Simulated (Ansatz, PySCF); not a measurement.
This singlet lies 0.93 eV below the relaxed triplet at the level frozen-core CCSD(T)/cc-pVTZ // PBE0-D3(BJ)/def2-TZVP (Ansatz, an electronic-structure program).

```xyz
7

N     -1.5369     0.1996    -0.1393
C     -0.2827     0.0361    -0.0258
Al     1.5325    -0.1992     0.1391
H     -2.0827    -0.1650    -0.9220
H     -2.1014     0.7092     0.5429
H      2.4557     0.9113    -0.5108
H      2.0155    -1.4919     0.9159
```

Charge 0, multiplicity 1.

Q: Give the Mulliken and meta-Löwdin atomic charges from PBE-D3(BJ)/def2-TZVP // PBE0-D3(BJ)/def2-TZVP in PySCF.

A: 
```csv
atom,Mulliken (e),meta-Löwdin (e)
N1,-0.25,-0.19
C2,-0.23,-0.27
Al3,0.18,0.21
H4,0.24,0.24
H5,0.24,0.24
H6,-0.09,-0.11
H7,-0.09,-0.11
```
